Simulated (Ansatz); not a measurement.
Basis-set extrapolation for Cl₂H₅NO₂Si₂, SMILES `O[Si](O)(Cl)N[SiH2]Cl` (PBE0-D4/def2-TZVP geometry, frozen core, Ansatz). Multiplicity 1, RHF reference.

|  | def2-TZVPP | def2-QZVPP |
| --- | --- | --- |
| HF | -1704.399138 | -1704.453583 |
| MP2 correlation | -1.298102 | -1.412190 |
| CCSD(T) correlation | -1.405892 | not run |

Energies in hartree. Use E(X) = E(∞) + A·exp(−7.88·√X) for Hartree–Fock and E(X) = E(∞) + B·X^(−2.97) for correlation, with X = 3 and 4, and add CCSD(T) minus MP2 of the smaller set to the MP2 limit.

What is the CCSD(T) energy at the basis-set limit?

HF limit: -1704.453583 + (-0.054445) × 0.13774 = -1704.46108. MP2 limit: -1.412190 + (-0.114088) × 0.74074 = -1.49670. Higher-order term: -1.405892 − (-1.298102) = -0.10779. Total: -1706.06557 hartree, 684.0 kJ/mol below CCSD(T)/def2-TZVPP.
